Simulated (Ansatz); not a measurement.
## Reading a saddle point

A first-order saddle point of GeH5SBr, singlet, PBE0-D4/def2-TZVP, with one imaginary mode of 247i cm⁻¹:

Ge1  (-0.815, 0.477, -0.228)
S2  (0.529, -1.352, 0.902)
H3  (-0.677, 0.910, -1.689)
H4  (-1.221, 1.475, 0.853)
H5  (-1.923, -0.620, -0.262)
H6  (1.580, -0.443, 0.761)
Br7  (1.725, 1.509, -0.071)
H8  (0.802, -1.957, -0.267)
(Å)

Ansatz 0.2.0; basis: def2-TZVPP and def2-QZVPP; cores frozen in the correlated methods. Filled d shells of the heavier atoms are correlated. The def2 sets are not built for correlating such inner shells, so the correlated values are less sure here. Extrapolation: Hartree–Fock as exp(−7.88 √X), correlation as X^−2.97.

(1) Which contacts change along the imaginary mode, and what lies on either side? (A judgement: the text doesn't fix the answer.)

(2) Which side is lower, and how far does the saddle lie above each? (Judge from chemistry; the value comes from the calculation.)

T1 diagnostic: at most 0.012.

## Answers

(1) Computed: The step is GeH₄S ([SH][GeH3]) + HBr → GeH₃Br ([GeH3][Br]) + H₂S, with the molecules in contact on both sides. Shortening one way: Ge1–Br7, S2–H6; lengthening the same way: Ge1–S2, H6–Br7.
```json
{"pair": "Ge1–Br7", "one side (Å)": "4.25", "saddle (Å)": "2.75", "other side (Å)": "2.32"}
{"pair": "S2–H6", "one side (Å)": "2.29", "saddle (Å)": "1.40", "other side (Å)": "1.34"}
{"pair": "Ge1–S2", "one side (Å)": "2.24", "saddle (Å)": "2.54", "other side (Å)": "3.91"}
{"pair": "H6–Br7", "one side (Å)": "1.45", "saddle (Å)": "2.13", "other side (Å)": "2.94"}
```

(2) Computed: The side with Ge1–Br7, S2–H6 short is lower by 0.326 eV; the saddle lies 1.557 eV above it and 1.230 eV above the other (CCSD(T) at an estimated basis limit (MP2 extrapolated from triple and quadruple zeta, plus CCSD(T) − MP2 in triple zeta); electronic energies).

Labels in which every atom is bracketed show which atoms are joined, not bond orders.

For scale, one of the runs: CCSD(T)/def2-TZVPP, 208 basis functions, launched by `ansatz run in.yaml --threads 4 --pin off --events-out ev --progress --plain --max-ram 9574MiB`. The run took 2.1 min on 4 CPU threads of an Arm Neoverse V1 (shared host), with 2.7 GiB of host memory at its peak.
